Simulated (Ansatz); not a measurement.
Coupled-cluster diagnostics for W(NH)2F2 (WN₂F₂H₂), Ansatz.

Geometry of the singlet (PBE-D4/def2-SVP):

Cartesian coordinates in Å:
```
W 0.0154 0.5383 -0.1482
N 0.5135 -0.8102 -1.1599
H 0.6764 -1.7965 -1.3809
N -0.5388 -0.0745 1.4034
H -0.7507 -0.7988 2.0953
F -1.4666 1.3529 -0.9903
F 1.5507 1.5890 0.1806
```

In the def2 sets W takes a core potential; there is no spin–orbit coupling. Correlated methods freeze 4 core orbitals; core or outer-core shells of W are correlated, in sets that lack core-valence functions.

Problem. Estimate the CCSD(T) correlation energy, the shares of MP2 and (T), T1 and the reference's ⟨S²⟩ for: charge 0, singlet, own geometry in def2-TZVPP; and the rough time on 4 threads of Arm Neoverse V2 on a shared host.

Solution. 
```csv
state,basis,correlation (eV),MP2 share (%),(T) share (%),T1,⟨S²⟩ (pure),wall time,remarks
"charge 0, singlet, own geometry",def2-TZVPP,-39.491,99.0,5.0,0.021,0.00 (0.00),2.9 min,test for broken spin undecided
```
Customary marks for T1 are 0.02 (closed shells), 0.045 (open shells) and about 0.05 (3d metals). T1 exceeds 0.02 in 1 of 1 rows and 0.045 in 0; the higher it lies, the less the single-reference result can be trusted.
